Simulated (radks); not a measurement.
Tb+, configuration [Xe] 4f9 6s0.5 6p0.5 (fractional occupations, a model configuration). Calculated with a radial shooting solver on a logarithmic mesh with Libxc functionals: Dirac Kohn-Sham, BLYP, spin-unpolarised, spherical densities, finite nucleus; open shells are shared between the two j in proportion to 2j + 1; Fermi nuclear charge, rms radius 5.06 fm.

Spin-orbit splittings of the eigenvalues, e(l+1/2) - e(l-1/2), with zeta = 2 splitting/(2l+1) and mean radii in bohr:

shell  occ.  splitting (eV)  zeta (eV)  <r> j=l-1/2  <r> j=l+1/2
2p        6           746.9      497.9      0.07589      0.08283
3p        6           154.2      102.8       0.2286       0.2418
3d       10               ?          ?       0.2141       0.2182
4p        6           34.35      22.90       0.5527       0.5829
4d       10           6.203      2.481       0.6177       0.6285
4f        9          0.7861     0.2246       0.8923       0.9121
5p        6           4.397      2.931        1.499        1.603
6p      0.5          0.3905     0.2603        4.628        4.883

Estimate the 3d splitting.

Answer. 33.64 eV (zeta = 13.46 eV).
